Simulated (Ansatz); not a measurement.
H₄SeSi (`[SiH3][SeH]`), relaxed with RKS PBE-D4/def2-SVP in Ansatz 0.2.0 from a rough embedded geometry. The force threshold is 0.03 eV/Å; the program also tests the step.

Charge 0, multiplicity 1.

Start:

```xyz
6

Si   -0.314    0.299   -0.371
Se    1.496    0.138    0.944
H    -0.328   -0.890   -1.381
H    -0.337    1.535   -1.071
H    -1.570    0.177    0.417
H     1.052   -1.259    1.463
```

```tsv
step	energy (eV)	largest force (eV/Å)	largest move (Å)
1	-73268.0346	2.089	0.000
2	-73268.1904	0.330	0.113
3	-73268.2098	0.143	0.104
4	-73268.2135	0.015	0.029
```

End:

```xyz
6

Si   -0.361    0.230   -0.384
Se    1.501    0.124    0.965
H    -0.376   -0.866   -1.415
H    -0.257    1.563   -1.067
H    -1.637    0.164    0.410
H     1.129   -1.216    1.491
```

It took 2.8 s on 2 threads of a server CPU on a shared host, with 0.16 GiB of host memory at the peak.
